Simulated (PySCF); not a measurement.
C4H6OS, SMILES C=C1O[C@@H](C)S1.

Geometry: B3LYP-D3(BJ)/def2-SVP. The structure was generated by enumeration; whether it is a known compound was not checked.

Vertical ionisation energy (IE) and electron affinity (EA) in eV. Rows of orbital energies are one-electron estimates. Where ΔSCF, EOM or ADC give a negative EA the extra electron is unbound and the value depends on the basis.

```json
[
 {"level": "−ε(HOMO), −ε(LUMO), CAM-B3LYP/def2-TZVP (PySCF)", "IE": "?", "EA": "?"},
 {"level": "−ε(HOMO), −ε(LUMO), PBE/def2-TZVP (PySCF)", "IE": "5.07", "EA": "1.71"}
]
```

Complete the blanks. (An estimate is asked for; the answer gives what the named calculation found.)


- −ε(HOMO), −ε(LUMO), CAM-B3LYP/def2-TZVP (PySCF), IE: 7.49
- −ε(HOMO), −ε(LUMO), CAM-B3LYP/def2-TZVP (PySCF), EA: -0.46
